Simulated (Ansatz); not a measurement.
Cost and result for the atomization energy of CH₅FSeSi₂ (`F[SiH]1C[SiH2][Se]1`) (10 atoms, 10 bonds).

Z-matrix (Å, degrees):
```
Si
C 1 1.865
Si 1 2.745 2 43.2
F 1 1.598 2 111.8 3 117.1
Se 1 2.271 2 96.7 3 -0.2
H 1 1.481 2 117.0 3 -120.7
H 2 1.092 1 112.2 3 -117.2
H 2 1.092 1 114.0 3 118.3
H 3 1.484 1 125.0 2 -88.2
H 3 1.485 1 125.8 2 88.4
```

Charge 0, multiplicity 1. Correlated methods include outer-core shells of Se, which these sets cover unevenly. Scalar relativity is left out up to krypton. The geometry is a stationary point of PBE0-D4/def2-TZVP. Program: Ansatz. All runs use 4 threads of an Arm Neoverse V1 on a shared host. Times are those of one run each, without the atoms' runs, and a repeat can differ threefold. Electronic energies, without spin–orbit coupling; frozen cores. CCSD(T)/CBS adds CCSD(T) − MP2 in def2-TZVPP to the MP2 limit, and its time is that of the two runs behind it. T1 = 0.011. With those shells the extrapolation isn't a true limit. B3LYP takes the VWN-RPA correlation (the form of Gaussian; ORCA's B3LYP/G).

CCSD(T)/CBS is a level of theory with its own doubt, some kJ/mol a heavy atom from the limit and from the frozen cores, so smaller differences don't rank the functionals.

```
                             level  functions  wall time
   PBE-D4/def2-TZVPP (with forces)        264      3.2 s
                PBE0-D4/def2-TZVPP        264      4.7 s
r2SCAN-D4/def2-TZVPP (with forces)        264        7 s
 B3LYP-D4/def2-TZVPP (with forces)        264      7.5 s
                 B2PLYP/def2-TZVPP        264        8 s
                ωB97X-V/def2-TZVPP        264       12 s
  ωB97M-V/def2-TZVPP (with forces)        264       17 s
                    MP2/def2-QZVPP        493       30 s
                CCSD(T)/def2-TZVPP        264    4.7 min
                 CCSD(T)/CBS(def2)          –    5.2 min
```

Problem. What atomization energy does each give, and how far from CCSD(T)/CBS? (An estimate is asked.)

Solution. Computed: 
| level | atomization (kcal/mol) | difference from CCSD(T)/CBS | per bond |
| --- | --- | --- | --- |
| PBE-D4/def2-TZVPP (with forces) | 861.6 | 1.9 | 0.2 |
| PBE0-D4/def2-TZVPP | 853.1 | -6.6 | -0.7 |
| r2SCAN-D4/def2-TZVPP (with forces) | 859.5 | -0.2 | 0.0 |
| B3LYP-D4/def2-TZVPP (with forces) | 849.3 | -10.4 | -1.0 |
| B2PLYP/def2-TZVPP | 841.8 | -17.9 | -1.8 |
| ωB97X-V/def2-TZVPP | 861.5 | 1.8 | 0.2 |
| ωB97M-V/def2-TZVPP (with forces) | 856.4 | -3.3 | -0.3 |
| MP2/def2-QZVPP | 864.2 | 4.5 | 0.4 |
| CCSD(T)/def2-TZVPP | 833.1 | -26.6 | -2.7 |
| CCSD(T)/CBS(def2) | 859.7 | 0.0 | 0.0 |

In def2-TZVPP, CCSD(T) changes the Hartree–Fock value by +196.5 kcal/mol (the triples alone add +12.7 kcal/mol) and MP2 by +211.8 kcal/mol; breaking electron pairs costs correlation energy, which Hartree–Fock lacks. The D4 term adds +11.7 kcal/mol with B3LYP and +6.1 kcal/mol with PBE0; it sums over pairs of atoms, weighted by their polarisabilities, and B3LYP, whose exchange is more repulsive, gets the larger term. From PBE to PBE0 (25 % exact exchange), in def2-TZVPP and without D4, the atomization energy moves by −7.5 kcal/mol: exact exchange takes away binding that semilocal exchange gives to molecules.
